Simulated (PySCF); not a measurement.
Delta-SCF ions had no search for a lower state. Excitations are Tamm–Dancoff values on a coarser integration grid. The basis has no diffuse functions, so Rydberg states are missing or too high.

**C3H5N, SMILES `CN=C=C` (charge 0, multiplicity 1)**

These are PySCF with PBE0-D4/def2-TZVP values and carry that method's errors.

The HOMO is -6.61 eV and the dipole moment comes out as 1.40 D. The LUMO comes out as 0.19 eV and the HOMO–LUMO gap is 6.80 eV. The S1 excitation (TDA) comes out as 4.85 eV, the S1 oscillator strength comes out as 0.001 and the brightest of the four lowest singlets (TDA) is 6.59 eV. The T1 excitation (TDA) is 4.34 eV and the S1–T1 gap (TDA) is 0.51 eV. The vertical ionisation energy (Delta-SCF) is 8.83 eV and the total energy is -171.8801 Ha. The cost is about 90 core-seconds (a rough figure).

```xyz
9

C     -1.9760     0.0156    -0.1434
C     -0.6990    -0.1082    -0.3988
N      0.4627    -0.2457    -0.7110
C      1.5771    -0.0037     0.1803
H     -2.5398    -0.8236     0.2408
H     -2.4787     0.9572    -0.3179
H      2.1653    -0.9195     0.2615
H      2.2199     0.7590    -0.2630
H      1.2645     0.3183     1.1781
```
Charge 0, spin multiplicity 1.
